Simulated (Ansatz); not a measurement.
`C=CC(N)=O` and `NC(=O)[SiH3]` differ in one atom or group.

Ansatz, PBE0-D4/def2-TZVP geometries, multiplicity 1. Each molecule was computed in one conformer, which needn't be the lowest.

```
                                                                                  property  `C=CC(N)=O`
                                                     HOMO energy (ωB97M-V/def2-TZVPP) / eV        -9.91
                                                       HOMO energy (B3LYP/def2-TZVPP) / eV        -7.20
                                                       HOMO–LUMO gap (PBE/def2-TZVPP) / eV         3.77
ideal-gas entropy at 298 K and 1 bar (rigid rotor, harmonic PBE0-D4/def2-TZVP) / J/(mol·K)          310
                                            size of the dipole moment (PBE/def2-TZVPP) / D         3.54
                                                       LUMO energy (B3LYP/def2-TZVPP) / eV        -1.30
```

(1) Give the same properties after the change, and the shifts. (Best estimate.)

Answers

(1) The calculation gave: 
```
                                                                                  property  `NC(=O)[SiH3]`  shift
                                                     HOMO energy (ωB97M-V/def2-TZVPP) / eV           -9.46   0.45
                                                       HOMO energy (B3LYP/def2-TZVPP) / eV           -6.91   0.29
                                                       HOMO–LUMO gap (PBE/def2-TZVPP) / eV            4.33   0.56
ideal-gas entropy at 298 K and 1 bar (rigid rotor, harmonic PBE0-D4/def2-TZVP) / J/(mol·K)             314      4
                                            size of the dipole moment (PBE/def2-TZVPP) / D            3.41  -0.13
                                                       LUMO energy (B3LYP/def2-TZVPP) / eV           -0.55   0.75
```

With PBE0 the HOMO rises by 0.32 eV and the LUMO rises by 0.75 eV, so the gap widens by about 0.43 eV. PBE moves the HOMO by 0.14 eV and ωB97M-V by 0.45 eV. The zero-point energy changes by -48.9 kJ/mol with -3 modes. Dipoles are sizes alone; their direction can turn.

B3LYP here is the variant with VWN-RPA as its local correlation; programs differ in this.
